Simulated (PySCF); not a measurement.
H8N2Si2, SMILES N[SiH](N)[SiH3].

Coordinates come from a ωB97X-D3(BJ)/def2-SVP optimisation. The values are those of a single conformer.

These are ωB97X-D3(BJ)/def2-SVP run with PySCF values and carry that method's errors.

Frequencies are harmonic and unscaled.

| mode | ν (cm⁻¹) | IR (km/mol) | Raman (Å⁴/amu) | depolarisation | moving atoms (share of kinetic energy) |
|---|---|---|---|---|---|
| 1 | 95 | 0.6 | 0.1 | 0.47 | H 93 % |
| 2 | 128 | 3.1 | 1.1 | 0.68 | N 47 %, H 28 %, Si 25 % |
| 3 | 170 | 6.4 | 1.8 | 0.39 | H 45 %, N 37 %, Si 19 % |
| 4 | 207 | 6.3 | 1.0 | 0.54 | H 49 %, Si 27 %, N 24 % |
| 5 | 234 | 38.4 | 0.5 | 0.74 | H 96 % |
| 6 | 315 | 115.4 | 2.0 | 0.55 | H 82 %, N 14 % |
| 7 | 350 | 120.1 | 1.3 | 0.52 | H 76 %, N 21 % |
| 8 | 407 | 139.0 | 8.2 | 0.28 | H 63 %, Si 21 %, N 17 % |
| 9 | 439 | 33.7 | 11.5 | 0.21 | Si 50 %, H 38 %, N 12 % |
| 10 | 513 | 15.3 | 9.1 | 0.64 | H 80 %, Si 17 % |
| 11 | 514 | 29.4 | 8.8 | 0.73 | H 72 %, Si 25 % |
| 12 | 737 | 6.9 | 6.2 | 0.71 | H 88 %, N 9 % |
| 13 | 763 | 35.0 | 6.6 | 0.75 | H 79 %, N 18 % |
| 14 | 818 | 55.5 | 13.0 | 0.31 | N 49 %, H 32 %, Si 19 % |
| 15 | 854 | 429.9 | 1.8 | 0.75 | H 81 %, Si 11 %, N 8 % |
| 16 | 890 | 41.8 | 6.2 | 0.75 | N 39 %, H 36 %, Si 25 % |
| 17 | 923 | 51.0 | 7.1 | 0.75 | H 70 %, Si 20 %, N 10 % |
| 18 | 949 | 11.2 | 21.2 | 0.73 | H 84 %, Si 11 % |
| 19 | 955 | 51.2 | 28.5 | 0.75 | H 97 % |
| 20 | 966 | 175.7 | 8.0 | 0.74 | H 80 %, Si 13 % |
| 21 | 1545 | 99.6 | 3.7 | 0.75 | H 88 %, N 11 % |
| 22 | 1549 | 18.6 | 6.1 | 0.72 | H 89 %, N 11 % |
| 23 | 2191 | 183.7 | 129.3 | 0.39 | H 97 % |
| 24 | 2220 | 100.7 | 204.7 | 0.13 | H 97 % |
| 25 | 2227 | 106.4 | 136.3 | 0.31 | H 97 % |
| 26 | 2232 | 138.1 | 132.9 | 0.37 | H 96 % |
| 27 | 3614 | 26.1 | 153.8 | 0.14 | H 96 % |
| 28 | 3628 | 35.3 | 107.6 | 0.13 | H 96 % |
| 29 | 3716 | 26.7 | 83.8 | 0.73 | H 91 %, N 9 % |
| 30 | 3730 | 34.0 | 65.7 | 0.73 | H 91 %, N 9 % |
